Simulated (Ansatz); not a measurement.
Consider the redistribution: `BCSC[SiH3]` + `[OH][GeH2][SiH2][SiH3]` → `[BH2][GeH2][SiH2][SiH3]` + `OCSC[SiH3]`.

Program: Ansatz. Geometries: PBE0-D4/def2-TZVP. ΔE: electronic, gas phase. CBS: MP2 limit from def2 TZ/QZ plus the TZ coupled-cluster correction, frozen cores. DFT in def2-TZVPP. For Ge outer-core shells are correlated without core-valence functions, which leaves a few kJ/mol of doubt a bond. Scalar relativity is left out up to krypton. One conformer a species, not always the lowest.

CCSD(T)/CBS gives +0.99 eV.

**Question.** Another level gave +0.93 eV. Which?
A. MP2/def2-TZVPP
B. PBE0-D4/def2-TZVPP
C. CCSD(T)/def2-TZVPP
D. HF/def2-TZVPP

**Answer.** B. PBE0-D4 0.93, CCSD(T)/def2-TZVPP 1.00, MP2/def2-TZVPP 1.09, HF/def2-TZVPP 1.15 eV.

Largest T1 diagnostic among the species: 0.013.

From PBE to PBE0 (25 % exact exchange), in def2-TZVPP and without D4, ΔE moves by +0.05 eV. In def2-TZVPP, CCSD(T) changes the Hartree–Fock value by −0.15 eV (the triples alone add −0.02 eV) and MP2 by −0.06 eV.
